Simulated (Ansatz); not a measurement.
Calculated with Ansatz (gas phase, PBE0-D4/def2-TZVP geometries, no zero-point term in ΔE). CBS: MP2 limit from def2 TZ/QZ plus the TZ coupled-cluster correction, frozen cores. This one scheme is used for every species, atoms too. For atomizations the MP2-based limit and the directly extrapolated one differ by several kJ/mol either way, and by 10 to 25 for some Ge, Se and Sn compounds, so smaller differences from it don't rank the levels. Open shells (•) are unrestricted, without spin–orbit coupling. Spin–orbit coupling would lower the free atoms: a little for C, O; clearly for Ga. Bonds to Ga are less sure, by a few kJ/mol each and by 10 to 20 or more in all where they break to atoms, as the def2 sets lack core-valence functions. Scalar relativity is left out up to krypton. Each species was taken in one conformer, which may not be the lowest.

Consider the atomization: `O[CH](O)[GaH2]` → C• + Ga• + 5 H• + 2 O•.

```csv
species,CCSD(T)/CBS(def2) energy (Eh)
`O[CH](O)[GaH2]`,-2115.30698
C•,-37.79194
Ga•,-1923.88713
H•,-0.50000
O•,-75.00631
```

**Question.** Work out ΔE.

**Answer.** ΔE = 5 × (-0.50000) + 2 × (-75.00631) + (-37.79194) + (-1923.88713) − (-2115.30698) = 1.11529 Eh = +2928.2 kJ/mol.

Largest T1 diagnostic among the species: 0.013.

From PBE to PBE0 (25 % exact exchange), in def2-TZVPP and without D4, ΔE moves by −75.9 kJ/mol: exact exchange takes away binding that semilocal exchange gives to molecules. At CCSD(T), def2-SVP lies −189.0 kJ/mol from the extrapolated value and def2-TZVPP −77.2 kJ/mol: correlation converges slowly with the basis, and small sets miss more of it in the bonded molecule than in its fragments. The D4 term adds +24.3 kJ/mol with B3LYP and +12.5 kJ/mol with PBE0; it sums over pairs of atoms, weighted by their polarisabilities, and B3LYP, whose exchange is more repulsive, gets the larger term.

B3LYP here is the variant with VWN-RPA as its local correlation; programs differ in this.
